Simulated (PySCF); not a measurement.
This PySCF input asks for the NMR shieldings of `C[Si@@H](C=O)OCC(F)(F)F`, C$_{4}$H$_{7}$F$_{3}$O$_{2}$Si; the geometry comes from GFN2-xTB.

```python
import basis_set_exchange as bse
import numpy as np
from pyscf import gto, dft
from pyscf.prop import nmr

atoms = """
C    -1.515170    0.167533   -1.402277
Si   -0.885356    0.379057    0.377483
C    -2.192531   -0.228678    1.638417
O    -3.278187    0.278725    1.750877
O     0.313885   -0.680210    0.759391
C     1.525151   -0.897206    0.138089
C     2.275290    0.400097   -0.142563
F     1.686012    1.126724   -1.103561
F     3.523742    0.153078   -0.561975
F     2.368264    1.185063    0.931626
H    -1.676682   -0.881302   -1.646816
H    -0.812132    0.574027   -2.125109
H    -2.460394    0.682742   -1.540228
H    -0.502164    1.760299    0.661772
H    -1.927658   -1.091264    2.286492
H     2.154522   -1.509461    0.793989
H     1.396412   -1.407195   -0.825517
"""
names = dict.fromkeys(["C", "Si", "O", "F", "H"], "pcSseg-1")
basis = {el: gto.basis.parse(bse.get_basis(n, elements=[el], fmt="nwchem")) for el, n in names.items()}
mol = gto.M(atom=atoms, basis=basis, charge=0, verbose=0)
mf = dft.RKS(mol, xc="PBE0")
mf.grids.level = 2
mf.grids.alignment = dft.numint.BLKSIZE   # the property module wants whole blocks of grid points
mf.conv_tol = 1e-9
mf.kernel()

calc = nmr.RKS(mf)   # GIAO
C = mf.mo_coeff
Co = C[:, mf.mo_occ > 0]
resp = mf.gen_response(singlet=True, hermi=2)
def vind(x):   # induced exchange potential for any number of trial vectors
    d = np.einsum("pi,xij,qj->xpq", C, 2 * x.reshape(-1, C.shape[1], Co.shape[1]), Co, optimize=True)
    return np.einsum("xpq,pi,qj->xij", resp(d - d.transpose(0, 2, 1)), C, Co, optimize=True).ravel()
mo1, _ = nmr.rhf.solve_mo1(calc, with_cphf=vind)
sigma = calc.kernel(mo1)
for i, s in enumerate(sigma):   # ppm
    print("%2d %-2s %9.2f" % (i, mol.atom_pure_symbol(i), np.trace(s) / 3))
```

**Question.** What does it print?

**Answer.** 
```
 0 C     191.00
 1 Si    379.90
 2 C     -65.47
 3 O    -626.22
 4 O     322.89
 5 C     119.55
 6 C      53.85
 7 F     258.63
 8 F     263.05
 9 F     262.45
10 H      31.54
11 H      31.06
12 H      31.57
13 H      26.88
14 H      19.44
15 H      27.15
16 H      27.32
```

These numbers come from an equivalent density-fitted implementation of the same equations, which agrees with the script to about 0.01 ppm for H and up to a few tenths of a ppm for heavy atoms, so last digits may differ.

Size and cost of the density-fitted run: 212 basis functions, 93 s wall time on 1 thread of an Arm Neoverse N1, shared host; peak memory 0.94 GiB.
